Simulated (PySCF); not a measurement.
The vertical singlet excitations below were computed for one of the candidates. Level of theory: PySCF, TDDFT wB97X-D/def2-SVPD, vertical, gas phase, core orbitals frozen in the response. Geometries: PBE0-D3(BJ)/def2-SVP, one conformer each.

```csv
state,ν̃ (cm⁻¹),f,"main configurations (H = HOMO, L = LUMO)"
S1,41080,0.604,H→L (97%)
S2,49110,0.0027,"H-2→L (66%), H-1→L (16%)"
S3,52610,0.0003,"H→L+1 (64%), H→L+3 (9%)"
S4,53270,0.0073,"H-1→L (43%), H-3→L (28%), H-2→L (9%)"
S5,53900,0.0040,"H-3→L (48%), H-1→L (28%)"
S6,56920,0.0018,"H-4→L (65%), H-3→L (11%), H-2→L (10%)"
S7,58010,0.054,H→L+2 (76%)
S8,58890,0.0051,"H→L+3 (45%), H→L+1 (23%), H→L+4 (9%)"
S9,61990,0.0044,H-5→L (84%)
S10,63370,0.025,"H→L+4 (56%), H→L+3 (21%)"
```

Triplets computed (Tamm–Dancoff): 2.85, 4.57, 5.80, 6.22 eV.

Question: Which candidate is it? All have the formula C7H9N.
A. `C=C(/C=C\C#N)CC`
B. `C(N)C1[C@H]2[C@H]3[C@@H](C=1)[C@H]32`
C. `C1C=CCC[C@@H]1C#N`

Answer: A. Its S1, at 5.09 eV, is the lowest among the candidates; the nearest of the others has S1 at 5.65 eV. S1 is HOMO→LUMO (97%). Löwdin shares by element: HOMO carbon 72% or more (atoms not listed hold the other 28%); LUMO carbon 60% or more, nitrogen 11% (atoms not listed hold the other 30%). At the same level the other candidates give, for their lowest levels:
- `NCC1=C[C@@H]2[C@@H]3[C@H]1[C@H]23`: 5.65 eV (f 0.120); 6.40 eV (f 0.036); 6.53 eV (f 0.010); 6.68 eV (f 0.014); 7.01 eV (f 0.013); HOMO -7.98, LUMO 1.98 eV
- `N#C[C@@H]1CC=CCC1`: 6.93 eV (f 0.125); 7.28 eV (f 0.168); 7.69 eV (f 0.000); 7.97 eV (f 0.000); 8.02 eV (f 0.002); HOMO -9.32, LUMO 1.71 eV

The values belong to the conformer `[CH2:1]=[C:2](/[CH:3]=[CH:4]\[C:5]#[N:6])[CH2:7][CH3:8]`: C1–C2–C3–C4 175°, C1–C2–C7–C8 101°.
